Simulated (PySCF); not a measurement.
**Fine-structure interval of Tb²⁸⁺ by level of theory**

Tb²⁸⁺ [Kr] 4d1 [4d3/2^1, M_J = 3/2] → Tb²⁸⁺ [Kr] 4d1 [4d5/2^1, M_J = 5/2], as a difference of total energies. All numbers are calculated (PySCF 2.14, the two-component X2C-1e Hamiltonian, in an even-tempered Gaussian basis (17 s from 2.4 bohr⁻², ratio 2.8; 14 p from 3.1 bohr⁻², ratio 2.8; 9 d from 3.1 bohr⁻², ratio 2.8; 3 f from 11 bohr⁻², ratio 3)). Correlated levels: [Ar] 3d10 frozen; the 96 highest virtual spinors dropped. "Screened" scales the spin-orbit matrix elements by Boettger's factors to mimic the two-electron term; Breit and QED terms are absent.

```
                    method  fine-structure interval (cm⁻¹)
 GHF (screened spin-orbit)                           77048
GMP2 (screened spin-orbit)                           77139
     GHF (bare spin-orbit)                           91099
```
